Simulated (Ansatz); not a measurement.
Ansatz (a first-principles code) input (HF/6-31G* with LANL2DZ past Ar): The .json file joins the Basis Set Exchange's 6-31G* for atoms up to Ar and LANL2DZ past it.

Ansatz 0.2 input:
```yaml
crystal:
  periodic: [false, false, false]
  atoms:
    - {symbol: Ca, position_ang: [-0.00000000, -0.00000000, -0.61406711]}
    - {symbol: O, position_ang: [0.00000000, 0.00000000, 1.53516776]}
basis:
  gaussian:
    orbitals: 6-31Gs+LANL2DZ.json
hamiltonian:
  xc: {name: HF}
phonons: {temperatures: {t_min: 298.15, t_max: 298.15, t_step: 100}}
```

Task: Which harmonic wavenumbers does it give?

Result: 419 cm⁻¹ (unscaled; negative means imaginary).
